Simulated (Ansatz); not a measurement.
Input file for Ansatz (an electronic-structure program): U-CCSD(T)/def2-QZVPP on BN+, 2S+1 = 4, a spin state set in the input, which need not be the lowest, a point of a bond scan (R = 1.441 Å). Charge +1. Files ending in .json are basis or fitting sets from the Basis Set Exchange.

Ansatz 0.2 input:
```yaml
crystal:
  periodic: [false, false, false]
  atoms:
    - {symbol: B, position_ang: [0.00000000, 0.00000000, 0.00000000]}
    - {symbol: N, position_ang: [0.00000000, 0.00000000, 1.44080300]}
basis:
  gaussian:
    orbitals: def2-QZVPP.json
    pivot_positions_ang: [[0.00000000, 0.00000000, 0.00000000], [0.00000000, 0.00000000, 1.44080300]]
total_charge: 1
magnetization: {spin_polarized: true, initial_magnetization: 3}
correlation: {method: ccsd_t, electrons: valence}
output: {orbitals: {seedname: ./end}}
```

Q: What total energy does the run end on?

A: -78.8718 hartree (reference determinant -78.6730, T1 diagnostic 0.032).

Q: How many basis functions does it have, and what does it roughly cost on one machine?

A: 114 functions; very roughly 8 core-seconds.
